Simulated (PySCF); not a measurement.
A geometry optimisation on `[NH2][SnH2][SH]`.

Method: PBE0-D3(BJ)/def2-SVP geometry optimisation, gas phase, def2 core potentials past Kr (PySCF 2.14.0). Start geometry: GFN2-xTB. A driver script takes a list of jobs; this job's settings line and coordinates (Å) are shown.

Input:
```
{"job": {"xc": "PBE0", "basis": "def2-SVP", "d3": "d3bj", "grid": 1, "maxiter": 30, "shake": 0.01, "kind": "geom"}, "charge": 0, "multiplicity": 1}
N     -1.661360    -0.175080    -0.133480
Sn     0.179390     0.423160     0.306600
S      1.787620    -1.041490    -0.738070
H     -1.888890    -1.075520     0.183020
H     -1.907480    -0.129490    -1.135200
H      0.335600     2.012470    -0.252840
H      0.315580     0.383720     1.986740
H      2.894680    -0.416900    -0.269240
```

Output:
```
step   0  E = -669.88692348  max force = 0.032774
step   1  E = -669.88839420  max force = 0.013119
step   2  E = -669.88958971  max force = 0.002512
step   3  E = -669.88982919  max force = 0.002066
step   4  E = -669.88994520  max force = 0.000474
step   5  E = -669.88995572  max force = 0.000393
step   6  E = -669.88995055  max force = 0.000951
step   7  E = -669.88995916  max force = 0.000853
step   8  E = -669.88997880  max force = 0.000717
step   9  E = -669.88997301  max force = 0.000502
step  10  E = -669.88997776  max force = 0.000259
optimisation converged
```

Energies in Eh; «max force» is the largest Cartesian gradient component in Eh/bohr.

**Question.** Give the first gradient maximum in eV/Å.

**Answer.** With 1 Eh/bohr = 51.422 eV/Å, 1.685 eV/Å.

**Question.** How much energy does the optimisation release, in kcal/mol?

**Answer.** E(step 0) − E(last step) = 0.003054 Eh, which is 1.9 kcal/mol.

Main results: final energy -669.88998 Eh after 10 steps; dipole 0.60 D.

**Question.** Where do the atoms end?

**Answer.** 0.102 Å rms from the input after alignment:
```
atom  x, y, z in Å
N1    -1.6799   -0.1510   -0.3121
Sn2    0.1502    0.4432    0.3443
S3     1.8359   -1.1558   -0.3984
H4    -1.9711   -1.0503    0.0667
H5    -1.7291   -0.2188   -1.3273
H6     0.4879    1.9649   -0.3624
H7     0.0882    0.4852    2.0540
H8     2.8740   -0.3371   -0.1166
```

**Question.** Estimate the wall time. Hardware: one thread, Arm Neoverse V2 (aarch64), shared host with 96 logical CPUs at a one-minute load of 41. And the peak memory of the process?

**Answer.** About 29 s, with 0.36 GiB resident at the peak, the Python interpreter and its libraries included.
Labels such as C1 count atoms from 1, the log's own numbers from 0.
